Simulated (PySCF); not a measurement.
Gas-phase reaction: 3 ICl + AlCl3 → AlI3 + 3 Cl2

Method: PySCF energies plus ideal-gas RRHO corrections (1 bar). † marks an energy on the PBE0/def2-TZVP geometry and frequencies. CCSD(T) freezes the core. All species are closed-shell singlets. B3LYP is the form with VWN-RPA correlation. I: scalar-relativistic def2 core potential, no spin-orbit coupling. CCSD(T) isn't extrapolated to the basis-set limit.

BLYP/def2-TZVP† gives ΔH°(298 K) = 329 kJ.

What do CCSD(T)/def2-TZVPP†, PBE0/def2-SVP†, B3LYP/def2-TZVP† give?

CCSD(T)/def2-TZVPP†: 312 kJ; PBE0/def2-SVP†: 328 kJ; B3LYP/def2-TZVP†: 332 kJ. For scale, ΔH°(298 K) is 329 kJ at this level, 322 kJ at ωB97M-V/def2-TZVP†, and runs from 251 to 349 kJ over the 18 levels computed.
